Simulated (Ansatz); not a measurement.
Reaction (substitution at a C–Si bond): `C=C[SiH](C)O` + `N[SiH2]S` → `C=CS[SiH2]N` + `C[SiH2]O`

Program: Ansatz. Geometries: PBE0-D4/def2-TZVP. ΔE: electronic, gas phase. CCSD(T)/CBS is the MP2 limit (def2-TZVPP, def2-QZVPP) plus CCSD(T) − MP2 in def2-TZVPP, frozen cores. This one scheme is used for every species. DFT in def2-TZVPP. One conformer a species, not always the lowest.

Problem. Is it downhill or uphill in electronic energy at CCSD(T)/CBS, and by how much? (An estimate is asked.)

Solution. The calculation gave: Uphill: ΔE = +42.7 kJ/mol.

Problem. What do these levels give: PBE-D4, r2SCAN-D4, ωB97X-V, r2SCAN, HF/def2-TZVPP, MP2/def2-TZVPP, SCS-MP2/def2-TZVPP, CCSD(T)/def2-TZVPP, HF/def2-QZVPP, SCS-MP2/def2-QZVPP, HF/CBS(def2), CCSD/CBS(def2)? (Best estimate.)

Solution. The calculation gave: PBE-D4 32.8, r2SCAN-D4 38.3, ωB97X-V 41.8, r2SCAN 38.3, HF/def2-TZVPP 48.8, MP2/def2-TZVPP 39.3, SCS-MP2/def2-TZVPP 39.7, CCSD(T)/def2-TZVPP 43.0, HF/def2-QZVPP 48.6, SCS-MP2/def2-QZVPP 39.7, HF/CBS(def2) 48.5, CCSD/CBS(def2) 45.5 kJ/mol.

Largest T1 diagnostic among the species: 0.012.

From PBE to PBE0 (25 % exact exchange), in def2-TZVPP and without D4, ΔE moves by +5.3 kJ/mol. In def2-TZVPP, CCSD(T) changes the Hartree–Fock value by −5.7 kJ/mol (the triples alone add −2.8 kJ/mol) and MP2 by −9.5 kJ/mol.
